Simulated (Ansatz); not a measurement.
Ansatz (an electronic-structure program) input for Cd(OMe)(SeH) (CH4CdOSe), SMILES [SeH][Cd][O]C, PBE/def2-SVPD. Coordinates come from a B3LYP-D3(BJ)/def2-SVP optimisation. The def2 effective core potentials stand for the cores of Cd; spin–orbit coupling is left out. Other conformers were not sampled.

Ansatz 0.2 input:
```yaml
crystal:
  periodic: [false, false, false]
  atoms:
    - {symbol: Cd, position_ang: [0.20014753, -0.08531270, -0.39168177]}
    - {symbol: O, position_ang: [0.96696091, -0.66491247, -2.13057861]}
    - {symbol: C, position_ang: [0.76072468, -1.92945453, -2.69473349]}
    - {symbol: H, position_ang: [-0.30443868, -2.15249096, -2.91690823]}
    - {symbol: H, position_ang: [1.30130183, -1.98226610, -3.65966593]}
    - {symbol: H, position_ang: [1.14329212, -2.76579028, -2.07202645]}
    - {symbol: Se, position_ang: [-0.65170228, 0.78310977, 1.75172066]}
    - {symbol: H, position_ang: [-1.88939426, 1.26585173, 1.10385310]}
basis:
  gaussian:
    orbitals: def2-SVPD
hamiltonian:
  xc: {name: PBE}
```

Program output:

```
WARN ansatz: RAYON_NUM_THREADS=1 ignored (pool sized by the plan → 1); use --threads N
Functional definition: PBE
integrals: 0.09 GiB planned
1373 factors; their error is unknown
mean field: 0.54 GiB planned
mean field evaluation 1: about -73029.3721 eV, gradient 6.9e1 eV
mean field evaluation 2: about -72859.0738 eV, gradient 2.2e2 eV
mean field evaluation 4: about -73038.1109 eV, gradient 3.0e1 eV
mean field evaluation 8: about -73040.2169 eV, gradient 2.6e-1 eV
mean field evaluation 16: about -73040.1795 eV, gradient 5.8e-4 eV
mean field -73040.17948026 eV, -2684.1770874879 hartree, gradient 7.1e-5 eV, S^2 0.000000; 0 other end points of the search recorded, 0 dependent functions left out
reference -73040.17953675 eV, -2684.1770895637 hartree; 36, 36 occupied and 114, 114 virtual orbitals, 1373 factors
Total energy: -73040.17953675 eV, -2684.1770895637 hartree
```

The run converged.
